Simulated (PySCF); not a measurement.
**Working out the excitation energy of B**

B [He] 2s2 2p1 (2P) → B [He] 2s1 2p2 (4P). Computed with PySCF 2.14 in aug-cc-pwCVDZ (5s4p2d, 27 functions), with no relativity, point nucleus. Frozen: 1s2. Energies in hartree (1 hartree = 27.21139 eV):

```json
{"part": "UHF", "B (lower)": "-24.530581", "B (upper)": "-24.448663"}
{"part": "CCSD correlation", "B (lower)": "-0.061087", "B (upper)": "-0.013527"}
{"part": "(T)", "B (lower)": "-0.000936", "B (upper)": "-0.000051"}
```

**Question.** What does Hartree-Fock give?

**Answer.** (-24.448663) − (-24.530581) = 0.081918 hartree = 2.229 eV.

**Question.** What do CCSD and CCSD(T) give?

**Answer.** The CCSD correlation energies differ by 0.047560 hartree = 1.294 eV and the triples by 0.000885 hartree = 0.024 eV, so CCSD gives 3.523 eV and CCSD(T) 3.547 eV.

A double-zeta basis recovers only part of the correlation energy.
